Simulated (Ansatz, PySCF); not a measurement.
Si(H)3(OAc) (C2H6O2Si), SMILES CC(=O)O[SiH3]. Atoms are numbered in the order given.

```xyz
11

Si    -0.0815     1.7231     0.0000
O     -0.7599     0.1412     0.0000
C      0.1197    -0.8832     0.0000
C     -0.5542    -2.2222     0.0000
O      1.3150    -0.6902     0.0000
H      0.7199     1.9476    -1.2308
H     -1.2859     2.5933     0.0000
H      0.7199     1.9476     1.2308
H      0.1956    -3.0212     0.0000
H     -1.2048    -2.3075    -0.8835
H     -1.2048    -2.3075     0.8835
```

Geometry: r2SCAN-D4/def2-SVP.

Two levels are set side by side: PBE-D3(BJ)/def2-SVP (Ansatz, a first-principles code) and r2SCAN-D4/def2-SVP (Ansatz). Each level has its own optimised geometry; the coordinates shown are those of the second. Frequencies come from the Hessian of PySCF at each geometry. Differences are taken from unrounded values.

```
quantity                            r2SCAN-D4  PBE-D3(BJ)  PBE-D3(BJ) minus r2SCAN-D4
----------------------------------  ---------  ----------  --------------------------
mean bond length (Å)                    1.354       1.364                       0.010
bond Si1–O2 (Å)                         1.721       1.740                       0.019
bond O2–C3 (Å)                          1.350       1.357                       0.006
bond C3–C4 (Å)                          1.499       1.507                       0.007
bond C3–O5 (Å)                          1.211       1.220                       0.010
bond Si1–H6 (Å)                         1.486       1.497                       0.012
bond Si1–H7 (Å)                         1.486       1.498                       0.012
bond Si1–H8 (Å)                         1.486       1.497                       0.012
bond C4–H9 (Å)                          1.096       1.103                       0.007
bond C4–H10 (Å)                         1.101       1.108                       0.008
bond C4–H11 (Å)                         1.101       1.108                       0.008
highest harmonic wavenumber (cm⁻¹)       3201        3128                         -72
mean harmonic wavenumber (cm⁻¹)          1250        1215                         -36
zero-point energy (kcal/mol)            48.26       46.88                       -1.37
```
